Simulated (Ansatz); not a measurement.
Si₇O₆⁺. The state is a doublet with charge 1. Geometry r2SCAN-D4/def2-SVP.

```xyz
13

Si    1.4153   -1.7052    2.8343
Si    1.0751    1.6355    3.0043
Si   -0.3116    1.3261    0.1342
Si    0.9355    0.6510   -1.9392
Si   -1.7921    0.1316   -3.4056
Si    0.0082   -1.2226    0.0892
Si   -2.1725   -0.2425   -0.0931
O     1.1809   -0.0323    2.7926
O    -0.1650    0.5794   -3.1763
O     0.3387    2.0012    1.4746
O     0.9321   -0.9477   -1.2438
O    -2.1580   -0.1144   -1.7616
O     0.7134   -2.0600    1.2905
```

B3LYP takes the VWN-RPA correlation. Another isomer (doublet) lies 0.08 eV lower at PBE0-D4/def2-SVP; other spin states weren't run for this one.

(1) Estimate the α-spin orbital energies around the gap (eV) in Ansatz with HF/STO-3G, PBE-D4/def2-SVP, r2SCAN-D4/def2-SVP, B97M-V/def2-SVP, B3LYP-D4/6-31G.

Results:

(1) 
```csv
orbital,HF/STO-3G,PBE-D4/def2-SVP,r2SCAN-D4/def2-SVP,B97M-V/def2-SVP,B3LYP-D4/6-31G
HOMO−13,-14.52,-13.50,-14.00,-13.91,-14.77
HOMO−12,-14.12,-13.25,-13.76,-13.72,-14.50
HOMO−11,-14.05,-13.00,-13.51,-13.44,-14.23
HOMO−10,-13.71,-12.77,-13.24,-13.17,-14.01
HOMO−9,-13.17,-12.64,-13.10,-13.06,-13.95
HOMO−8,-13.13,-12.45,-12.91,-12.88,-13.68
HOMO−7,-12.84,-12.37,-12.78,-12.75,-13.57
HOMO−6,-12.69,-12.18,-12.65,-12.62,-13.37
HOMO−5,-11.61,-11.20,-11.59,-11.49,-12.33
HOMO−4,-10.90,-10.74,-10.99,-11.00,-11.82
HOMO−3,-10.43,-10.41,-10.64,-10.68,-11.45
HOMO−2,-9.85,-10.15,-10.37,-10.40,-11.16
HOMO−1,-9.46,-10.02,-10.25,-10.27,-10.93
HOMO,-8.10,-8.92,-9.28,-9.08,-9.73
LUMO,-0.77,-8.34,-8.45,-8.41,-8.17
LUMO+1,1.85,-6.87,-6.78,-6.68,-6.42
LUMO+2,2.68,-6.44,-6.36,-6.26,-5.93
LUMO+3,3.79,-6.16,-6.05,-5.97,-5.52
LUMO+4,3.90,-5.91,-5.78,-5.75,-5.37
LUMO+5,4.24,-5.90,-5.74,-5.67,-5.29
β HOMO,-8.87,-9.93,-10.15,-10.17,-10.80
β LUMO,-0.70,-8.27,-8.33,-8.29,-8.08
```
